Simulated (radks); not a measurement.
Results of a calculation; reference values are marked as such.
The lutetium ion Lu2+ inside a hard spherical wall (all orbitals vanish at R), configuration held at [Xe] 4f14 6s1 and not refilled when levels cross. Level of theory: scalar-relativistic Kohn-Sham, PBE, spin-polarised, spherical densities, finite nucleus; open shells are filled with parallel spins first (spin-orbit coupling, left out, can overturn this in heavy ions); Fermi nuclear charge, rms radius 5.37 fm (a radial shooting solver on a logarithmic mesh with Libxc functionals). Eigenvalues in eV for spin up, with the zero of energy where the potential of the charges vanishes at infinity; a dash marks a level that is unbound or too diffuse for the functional's potential to be trusted. A positive occupied level is held by the wall or, in an anion where self-interaction has pushed it up, behind a barrier. The pressure on the wall is -dE/dV.

| R (bohr) | E (hartree) | kinetic (hartree) | e(5s) | e(5p) | e(4f) | e(6s) | e(5d, empty) | e(6p, empty) | pressure (GPa) |
|---|---|---|---|---|---|---|---|---|---|
| free | -14560.7614 | 15905.664 | -78.399 | -48.842 | -26.893 | -18.005 | -17.047 | -12.612 | 0 |
| 20 | -14560.7614 | 15905.664 | -78.399 | -48.842 | -26.893 | -18.005 | -17.047 | -12.612 | < 0.0001 |
| 10 | -14560.7613 | 15905.664 | -78.398 | -48.842 | -26.893 | -18.004 | -17.046 | -12.606 | 0.000449 |
| 8 | -14560.7610 | 15905.670 | -78.379 | -48.823 | -26.873 | -17.984 | -17.030 | -12.510 | 0.0257 |
| 7 | -14560.7591 | 15905.689 | -78.318 | -48.764 | -26.811 | -17.904 | -16.975 | -12.249 | 0.174 |
| 6 | -14560.7505 | 15905.758 | -78.124 | -48.579 | -26.614 | -17.578 | -16.784 | -11.428 | 1.08 |
| 5 | -14560.7131 | 15905.985 | -77.616 | -48.100 | -26.091 | -16.341 | -16.185 | -8.955 | 6.60 |
| 3.5 | -14560.2961 | 15907.991 | -74.865 | -45.463 | -23.001 | -5.299 | -11.680 | 8.072 | 147 |
| 3 | -14559.6406 | 15911.045 | -71.814 | -42.268 | -19.319 | 8.551 | -6.187 | 26.629 | 546 |
| 2.5 | -14557.6877 | 15919.713 | -64.615 | -34.037 | -10.635 | 41.074 | 6.796 | 66.668 | 2500 |
